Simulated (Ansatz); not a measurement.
C2H8SiSn, SMILES `[SnH3][CH]1C[SiH2]1` at its PBE0-D4/def2-TZVP geometry, where that method's forces vanish. Charge 0, multiplicity 1. Sn: def2 effective core potential.

```xyz
12

Sn   -0.8302   -1.6777   -0.3051
C    -0.0685    0.2829   -0.5892
C    -0.3003    1.3530    0.5067
Si    1.4627    0.8705    0.2577
H    -0.0699   -2.7704   -1.3755
H    -2.5224   -1.7170   -0.5617
H    -0.5060   -2.1321    1.3118
H    -0.2131    0.6407   -1.6058
H    -0.6361    2.3263    0.1613
H    -0.8149    1.0366    1.4096
H     2.1282   -0.0099    1.2415
H     2.3704    1.7970   -0.4513
```

Problem. What forces (eV/Å) does ωB97M-V/def2-TZVPP give on these atoms in Ansatz 0.2.0? (Estimate.)

Solution. Ansatz gave: 
```
Sn1 -0.031 -0.032  0.018
C2   0.042 -0.154 -0.189
C3  -0.027  0.163  0.164
Si4  0.094  0.013  0.005
H5  -0.048  0.074  0.068
H6   0.117  0.005  0.017
H7  -0.015  0.030 -0.094
H8   0.007 -0.012  0.088
H9   0.024 -0.087  0.027
H10  0.021  0.015 -0.079
H11 -0.077  0.097 -0.113
H12 -0.107 -0.111  0.087
```
